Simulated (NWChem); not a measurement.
# Atomisation of CH$_{2}$NO

```
C
O 1 1.2549
N 1 1.2977 2 117.23
H 3 1.0252 1 116.73 2 0.00
H 1 1.1038 2 121.77 3 180.00
```
Charge 0, spin multiplicity 2.

The numbers come from NWChem runs, not from measurements. All single points use one geometry, from UPBE0/def2-SVP, a minimum by its harmonic frequencies. It is one conformer; others weren't searched.

Basis set: def2-TZVP. The atomisation energy is electronic alone: no zero-point, thermal, spin-orbit or counterpoise terms. No value is extrapolated to the basis-set limit. Free atoms are single determinants with multiplicities N 4, C 3, O 3, H 2.

The structure started from a generated list of species. The unpaired electrons of the parent sit in orbitals of symmetry a' (Cs labels of the run); other states weren't searched. No SCF solution was tested for a lower state. Open-shell Hartree-Fock references start from PBE0 orbitals.

### Question
Order these methods by the atomisation energy they give, lowest first: LC-wPBE (omega 0.3 per bohr), PBE, HF, M06-2X.

### Answer
HF (268.1 kcal/mol), M06-2X (436.5 kcal/mol), LC-wPBE (omega 0.3 per bohr) (453.7 kcal/mol), PBE (473.9 kcal/mol)
